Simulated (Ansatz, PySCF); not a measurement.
System: sum formula BNH (charge 0, doublet). It need not be the lowest isomer of its formula. 
Coordinates optimised at B3LYP-D3(BJ)/def2-TZVP (Ansatz, a quantum-chemistry and plane-wave program):
SMILES: B=[N]
```xyz
3

B      0.0000     0.0000    -0.6130
N      0.0000     0.0000     0.6925
H      0.0000     0.0000    -1.7820
```
Charge 0, spin multiplicity 2.

Total electronic energies in hartree. Valence correlation only, unless marked. UHF or UKS for open shells. No spin-orbit coupling. No relativistic terms. CBS(X,Y): correlation extrapolated as X^-3; Hartree-Fock from the larger set. The bracket is a focal-point correction in the basis named.

```csv
level,program,energy (Eh)
BP86-D4/def2-TZVPD,PySCF + dftd4,-80.11490
TPSS-D3(BJ)/def2-TZVPD,PySCF + dftd3,-80.13839
TPSS-D4/def2-TZVPD,PySCF + dftd4,-80.13830
r2SCAN/def2-TZVPD,Ansatz,-80.06993
PBE0/def2-SVP,Ansatz,-79.92205
BHLYP-D3(BJ)/def2-TZVPD,Ansatz + dftd3,-80.08253
TPSSh-D3(BJ)/def2-TZVPD,PySCF + dftd3,-80.12798
LC-wPBE-D3(BJ)/def2-TZVPD,Ansatz + dftd3,-80.05218
B2GP-PLYP-D4/def2-TZVPD,Ansatz + dftd4,-80.03491
MP2/def2-TZVPP,Ansatz,-79.90991
MP2/cc-pVQZ,Ansatz,-79.93182
RI-MP2/cc-pVTZ,Ansatz,-79.90815
"RI-MP2/CBS(def2-TZVPP,def2-QZVPP)",Ansatz,-79.9451
SCS-MP2/aug-cc-pVDZ,Ansatz,-79.85169
SCS-MP2/cc-pVTZ,Ansatz,-79.90979
SCS-MP2/def2-TZVPPD,Ansatz,-79.91280
CCSD/cc-pwCVTZ,Ansatz,-79.93475
CCSD/def2-QZVPP,Ansatz,-79.95039
CCSD(T)/6-31G*,Ansatz,-79.86091
"RI-MP2/CBS(def2-TZVPPD,def2-QZVPPD)+[CCSD(T)-MP2]/def2-SVPD",Ansatz,-79.9776
"RI-MP2/CBS(cc-pVTZ,cc-pVQZ)+[CCSD(T)-MP2]/cc-pVTZ",Ansatz,-79.9781
"CCSD(T)/CBS(aug-cc-pVTZ,aug-cc-pVQZ)",Ansatz,-79.9748
"CCSD(T)/CBS(cc-pVTZ,cc-pVQZ)",Ansatz,-79.9747
```

Totals of different functionals don't rank their quality; only differences between species are comparable.
